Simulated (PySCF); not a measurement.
# How methods differ on the ionisation energy of C⁴⁺

C⁴⁺ 1s2 → C⁵⁺ 1s1 [1s1/2^1, M_J = 1/2], as a difference of total energies. Calculation: PySCF 2.14, in an even-tempered Gaussian basis (16 s from 1.3 bohr⁻², ratio 2.4; 8 p from 1.6 bohr⁻², ratio 2.4; 3 d from 5.8 bohr⁻², ratio 2.6; 3 f from 8.8 bohr⁻², ratio 2.6); the two-component X2C-1e Hamiltonian. Correlated levels: nothing frozen; the 30 highest virtual spinors dropped. "Screened" scales the spin-orbit matrix elements by Boettger's factors to mimic the two-electron term; Breit and QED terms are absent.

```csv
method,ionisation energy (eV),difference from reference (eV)
GHF (screened spin-orbit),390.92,-1.17
GMP2 (screened spin-orbit),392.07,-0.02
```

Reference: 392.09 eV (theoretical estimate listed by NIST; NIST Atomic Spectra Database, ionization energies).
